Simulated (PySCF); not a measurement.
B(F)(H)(SH) (BFH2S), SMILES B(S)F. Atoms are numbered in the order given.

```xyz
5

B     -0.5410    -0.6003     0.0000
F      0.2886    -1.6357     0.0000
H     -1.7146    -0.7912     0.0000
S      0.1764     1.0510     0.0000
H     -0.9995     1.6990     0.0000
```
Charge 0, spin multiplicity 1.

Geometry optimised at B3LYP-D3(BJ)/def2-TZVP. Other conformers were not sampled.

Calculation: M06-2X/def2-TZVPD run with PySCF.

Mulliken values depend strongly on the basis, most of all with diffuse functions as here. Atomic charges (e):

```json
[
 {"atom": "B1", "IAO": "0.28", "Mulliken": "0.48"},
 {"atom": "F2", "IAO": "(withheld)", "Mulliken": "-0.30"},
 {"atom": "H3", "IAO": "(withheld)", "Mulliken": "0.01"},
 {"atom": "S4", "IAO": "-0.06", "Mulliken": "-0.35"},
 {"atom": "H5", "IAO": "(withheld)", "Mulliken": "0.16"}
]
```

Question: Some entries are withheld; supply them. (Estimate from the structure and the level; the computed values follow.)

Answer: 
- F2, IAO: -0.33
- H3, IAO: 0.00
- H5, IAO: 0.10
